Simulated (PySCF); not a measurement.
## Spinor energies of F⁻ (fluorine, charge -1)

Start: [Ne]. Calculated with PySCF 2.14 in x2c-TZVPall-2c with one added diffuse shell each of s, p, d type (6s4p3d1f, 40 functions): generalised Hartree-Fock with the X2C-1e Hamiltonian and a Gaussian nucleus; one run each with spin-orbit coupling (SO) switched off, then screened by Boettger's factors.

```
spinor shell  electrons  ε, spin-free (eV)  ε, screened SO (eV)  weight of nominal j (screened SO)  rms radius, screened SO (bohr)
       1s1/2          2            -703.59              -703.59                              1.000                           0.204
       2s1/2          2            -29.320              -29.320                              1.000                            1.15
       2p1/2          2             -4.910               -4.964                              1.000                            1.48
       2p3/2          4             -4.910               -4.883                              1.000                            1.49
```

```csv
quantity,spin-free,screened SO
E (hartree),-99.54246,-99.54247
M_J,0,0
⟨J²⟩,0.000,0.000
⟨L²⟩,0.000,0.000
⟨S²⟩,0.000,0.000
```

Without spin-orbit coupling the j labels of p, d and f shells carry no meaning; the spin-free column gives the mean over the occupied spinors of each nl shell.
